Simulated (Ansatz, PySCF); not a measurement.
Gas-phase reaction (SMILES): C[Si]([SiH3])([SiH3])N[SiH3] + N (NH3) + 3 [SiH4] (SiH4) → C[SiH3] [methylsilane] + 2 N[SiH3] + 2 [SiH3][SiH3]; bond separation energy.

Each molecule is optimised on its own at B3LYP-D3(BJ)/def2-TZVP (Ansatz, a first-principles code), one conformer each, not searched for the lowest. Cores are frozen in the correlated levels unless marked. No spin-orbit coupling. Non-relativistic. Basis-set limits of correlation are two-point, X^-3; Hartree-Fock from the larger set. [CCSD(T)-MP2]/basis is that difference in the basis named. Thermal terms are rigid-rotor harmonic-oscillator values from B3LYP-D3(BJ) frequencies (Ansatz or PySCF) at 298.15 K and 1 atm. 1 Eh = 627.5095 kcal/mol.

```tsv
species	E, RI-MP2/CBS(cc-pV(T+d)Z,cc-pV(Q+d)Z)+[CCSD(T)-MP2]/cc-pV(T+d)Z (Ansatz) (Eh)	E, wB97X-V/def2-TZVPD (Ansatz) (Eh)	H - E (Eh)
C[Si]([SiH3])([SiH3])N[SiH3]	-1256.93263	-1258.56668	0.14311
C[SiH3]	-330.73641	-331.17157	0.06602
N (NH3)	-56.50668	-56.56167	0.03799
N[SiH3]	-346.80066	-347.23627	0.05540
[SiH3][SiH3]	-581.73935	-582.49968	0.05489
[SiH4] (SiH4)	-291.46100	-291.83995	0.03520
```

Task: Work out ΔE and ΔH at 298.15 K at the first level, then ΔH at the second.

Result: 
1. ΔE = [(-330.73641) + 2×(-346.80066) + 2×(-581.73935)] - [(-1256.93263) + (-56.50668) + 3×(-291.46100)] = 0.00588 Eh = 3.7 kcal/mol at RI-MP2/CBS(cc-pV(T+d)Z,cc-pV(Q+d)Z)+[CCSD(T)-MP2]/cc-pV(T+d)Z.
2. The terms H - E add up to -0.00010 Eh, so ΔH = (0.00588 + (-0.00010))×627.5095 = 3.6 kcal/mol.
3. At wB97X-V/def2-TZVPD the same steps give ΔE = 3.0 and ΔH = 2.9 kcal/mol, a shift of -0.7 from the first level.
4. These values are not checked against measurement here, since the tables used lack a sound gas-phase enthalpy of formation for at least one species.
